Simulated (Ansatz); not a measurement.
All numbers were calculated with Ansatz.

A structure relaxed at PBE0-D4/def2-TZVP, charge 0, multiplicity 1:

```
atom    x (Å)    y (Å)    z (Å)
  B1   0.7445   1.0146  -0.9329
  O2   0.6143   0.3294   0.2249
 Si3  -0.4811  -0.7809   0.7364
  F4  -1.4166  -0.0819   1.8143
  H5   1.6401   1.8039  -1.0207
  H6  -0.0249   0.8151  -1.8354
  H7  -1.3288  -1.2279  -0.3900
  H8   0.2525  -1.8723   1.4034
```

Question: Give its formula and SMILES.

Answer: BFH4OSi, `BO[SiH2]F`.

Question: Summarise the bond lengths by kind.

Answer: 1 × B–O 1.352 Å; 2 × B–H 1.197 to 1.203 Å; 1 × O–Si 1.641 Å; 1 × F–Si 1.589 Å; 2 × H–Si 1.474 to 1.479 Å.
